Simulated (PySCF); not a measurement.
**Spinor energies of Mo²⁺ (molybdenum, charge +2)**

Start: [Kr] 4d4; 4d3/2 filled at m_j = -3/2, -1/2, +1/2, +3/2. Calculated with PySCF 2.14 in x2c-TZVPPall-2c: generalised Hartree-Fock with the X2C-1e Hamiltonian and a Gaussian nucleus; one run each with spin-orbit coupling (SO) switched off, then screened by Boettger's factors.

| spinor shell | electrons | ε, spin-free (eV) | ε, screened SO (eV) | weight of nominal j (screened SO) | rms radius, screened SO (bohr) |
| --- | --- | --- | --- | --- | --- |
| 1s1/2 | 2 | -20126.3 | -20125.2 | 1.000 | 0.0404 |
| 2s1/2 | 2 | -2934.2 | -2933.8 | 1.000 | 0.166 |
| 2p1/2 | 2 | -2618.6 | -2692.2 | 1.000 | 0.145 |
| 2p3/2 | 4 | -2618.6 | -2584.0 | 1.000 | 0.149 |
| 3s1/2 | 2 | -547.46 | -547.35 | 1.000 | 0.456 |
| 3p1/2 | 2 | -441.20 | -453.82 | 1.000 | 0.455 |
| 3p3/2 | 4 | -441.20 | -435.21 | 1.000 | 0.465 |
| 3d3/2 | 4 | -268.32 | -270.57 | 0.970 | 0.451 |
| 3d5/2 | 6 | -268.32 | -266.68 | 0.980 | 0.455 |
| 4s1/2 | 2 | -97.881 | -97.841 | 1.000 | 1.18 |
| 4p1/2 | 2 | -66.479 | -71.702 | 0.666 | 1.32 |
| 4p3/2 | 4 | -66.479 | -63.880 | 0.833 | 1.32 |
| 4d3/2 | 4 | -27.552 | -27.561 | 0.536 | 1.84 |

| quantity | spin-free | screened SO |
| --- | --- | --- |
| E (hartree) | -4045.16780 | -4045.64707 |
| M_J | 0 | 0 |
| ⟨J²⟩ | 4.007 | 3.770 |
| ⟨L²⟩ | 6.005 | 5.990 |
| ⟨S²⟩ | 6.002 | 5.985 |

The determinant has a definite M_J but mixes levels of different J.

Each row is a mean over spinors that exchange with the open shell spreads, by up to 5.662 eV (4p3/2).

Rows whose weight is well below 1 are mixtures of j = l ± 1/2: exchange outweighs spin-orbit coupling there, and the label is only the starting occupation.

Breit and QED terms are absent; they matter most for the inner s and p1/2 levels.

Densities and radii are taken from the X2C orbitals without a picture-change correction, which distorts them close to the nucleus.

Without spin-orbit coupling the j labels of p, d and f shells carry no meaning; the spin-free column gives the mean over the occupied spinors of each nl shell, and its ⟨J²⟩ belongs to a mixture of degenerate components.
